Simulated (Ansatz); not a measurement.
Ansatz results at the PBE0-D4/def2-TZVP geometry: HOMO–LUMO gap (PBE/def2-TZVPP) 4.70 eV; HOMO energy (PBE0/def2-TZVPP) -6.81 eV; HOMO–LUMO gap (B3LYP/def2-TZVPP) 6.44 eV.

Each molecule was computed in one conformer, which needn't be the lowest.

Problem. Which molecule gave them?
A. `F[SiH2][TeH]`
B. `CC(Cl)/C=C/O`
C. `FCB1N=CO1`
D. `FC1=C[SiH2]1`

Solution. B. The others give `FCB1N=CO1`: 3.90, -8.50, 6.08; `FC1=C[SiH2]1`: 5.67, -8.07, 7.24; `F[SiH2][TeH]`: 4.24, -6.90, 5.61.

B3LYP here is the variant with VWN-RPA as its local correlation; programs differ in this.
